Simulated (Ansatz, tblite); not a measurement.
Cost and result up the ladder for [Ni(NH3)4]2+ (NiN4H12²⁺) (17 atoms). Total charge 2; singlet. Geometry: PBE0-D4/def2-SVP.

```xyz
17

Ni    0.000    0.000    0.000
N    -0.194   -1.940    0.079
H    -1.138   -2.235    0.357
H     0.441   -2.380    0.756
H    -0.013   -2.446   -0.795
N    -0.165    0.095    1.942
H     0.716    0.352    2.404
H    -0.458   -0.769    2.411
H    -0.852    0.792    2.253
N     0.233    1.935   -0.076
H     1.045    2.220   -0.636
H     0.375    2.407    0.824
H    -0.572    2.418   -0.495
N     0.125   -0.090   -1.945
H     0.995   -0.533   -2.268
H     0.095    0.808   -2.440
H    -0.634   -0.634   -2.372
```

Ansatz on 4 threads of Intel Xeon Platinum 8375C on a shared host; xTB runs through tblite on one thread. Times are rough, summed over both states, and most runs start from the orbitals of an earlier one. No level here is sound enough to serve as a yardstick. The other state is a triplet at its own geometry.

The xTB rows come from tblite. LC-ωPBE has ω = 0.4 bohr⁻¹. At PBE0-D4/def2-TZVP a broken-symmetry singlet of charge 2 lies 0.17 eV below the triplet, each at its own geometry.

Run but left out: HF/STO-3G, BHLYP-D4/def2-TZVP (singlet: restricted singlet, unstable in another Hartree–Fock run and untested here); HF/def2-SVP, HF/def2-TZVP, PBE0-D4/def2-TZVP, MP2/def2-SVP, MP2/def2-TZVP, CCSD/def2-SVP, CCSD(T)/def2-SVP (singlet: restricted singlet, unstable towards broken spin symmetry); LDA (SPW92)/def2-TZVP (triplet: an occupied level 0.16 eV above an empty one).

xTB has no spin-polarisation term.

| level | functions | wall time | triplet − singlet (eV) |
| --- | --- | --- | --- |
| GFN2-xTB | 37 | 0.013 s | 1.39 |
| GFN1-xTB | 49 | 0.019 s | 1.57 |
| PBE-D4/def2-TZVP | 241 | 15 s | 0.92 |
| revPBE-D4/def2-TZVP (with forces) | 241 | 16 s | 0.82 |
| LC-ωPBE/def2-TZVP | 241 | 17 s | 0.40 |
| r2SCAN-D4/def2-TZVP (with forces) | 241 | 22 s | 0.38 |
